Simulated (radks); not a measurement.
The numbers below are computed, except where a source is named.
Task: These are the eigenvalues of the occupied orbitals of an atom or ion with whole-number occupations (Ry). Level of theory: scalar-relativistic Kohn-Sham, SCAN, spin-polarised, spherical densities, finite nucleus; meta-GGA in the generalised Kohn-Sham scheme; Fermi nuclear charge, rms radius of each element as measured or else 0.836 A^(1/3) + 0.57 fm (a radial shooting solver on a logarithmic mesh with Libxc functionals).

orbital  eigenvalue
1s up     -529.0547
1s down   -528.1419
2s up     -102.4085
2s down   -101.0257
2p up     -95.20882
2p down   -93.43341

Which element is it, and in what charge state? The configuration may be excited. Open shells, if any, are filled with parallel spins first.

Result: Z = 25, manganese, charge +17: Mn17+ in [He] 2s2 2p4. The list shows which subshells hold electrons but not how many an open one holds; the 1s level, -264.53 hartree, gives Z - s = 23.0 by -(Z - s)^2/2, which with screening and relativity narrows Z to a few neighbours, and the depths of the outer levels then fix element, charge and occupations together.
